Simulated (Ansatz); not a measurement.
Ansatz (a program for electronic structure) input:

Ansatz 0.2 input:
```yaml
crystal:
  periodic: [false, false, false]
  atoms:
    - {symbol: O, position_ang: [0.63072976, 1.53546578, -0.84826460]}
    - {symbol: Ge, position_ang: [-0.09207615, 0.20114049, -0.17756227]}
    - {symbol: O, position_ang: [-1.17349066, 0.38283159, 1.13824413]}
    - {symbol: O, position_ang: [-0.70875541, -0.99350472, -1.22193739]}
    - {symbol: O, position_ang: [1.48858201, -0.30045723, 0.47128508]}
    - {symbol: H, position_ang: [-0.94042449, 1.04742616, 1.78509015]}
    - {symbol: H, position_ang: [-1.45548621, -1.49420421, -0.89517413]}
    - {symbol: H, position_ang: [2.22806170, -0.25864276, -0.13735520]}
basis:
  gaussian:
    orbitals: def2-TZVP
hamiltonian:
  xc: b3lyp
  dispersion: d3bj
magnetization: {spin_polarized: true, initial_magnetization: 1}
relax: {f_tol: 0.002, max_steps: 150}
```

Task: Predict the final energy.

Result: -2379.91987 Eh (B3LYP-D3(BJ)/def2-TZVP). The basis has 190 functions.

It need not be the lowest isomer of its formula.
